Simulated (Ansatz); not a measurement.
Reactions of H4O2SiZn (`[OH][Zn][O][SiH3]`).

Calculated with Ansatz (gas phase, PBE0-D4/def2-TZVP geometries, no zero-point term in ΔE). CCSD(T)/CBS is the MP2 limit (def2-TZVPP, def2-QZVPP) plus CCSD(T) − MP2 in def2-TZVPP, frozen cores. This one scheme is used for every species. DFT in def2-TZVPP. For Ge, Se, Zn outer-core shells are correlated without core-valence functions, which leaves a few kJ/mol of doubt a bond. Scalar relativity is left out up to krypton. One conformer a species, not always the lowest.

```tsv
reaction	ωB97M-V (eV)	PBE-D4 (eV)	MP2/CBS(def2) (eV)	RPA@PBE/def2-TZVPP (eV)	CCSD(T)/CBS(def2) (eV)
`[OH][Zn][O][SiH3]` + H–F → `[F][Zn][O][SiH3]` + H₂O	-0.32	-0.28	-0.26	-0.27	-0.30
`[OH][Zn][O][SiH3]` + `[F][GeH2][O][SiH3]` → `[SiH3][O][Zn][O][SiH3]` + `[OH][GeH2][F]`	-0.07	-0.05	-0.07	-0.07	-0.08
`[OH][Zn][O][SiH3]` + NH₃ → `[NH2][Zn][O][SiH3]` + H₂O	0.19	0.18	0.18	0.21	0.19
`[OH][Zn][O][SiH3]` + `O[SiH3]` → `[SiH3][O][Zn][O][SiH3]` + H₂O	-0.20	-0.15	-0.25	-0.24	-0.26
`[OH][Zn][O][SiH3]` + H₂Se → `[OH][Zn][SeH]` + `O[SiH3]`	-0.60	-0.64	-0.61	-0.40	-0.59
```

Largest T1 diagnostic: 0.017, for `[F][Zn][O][SiH3]`.
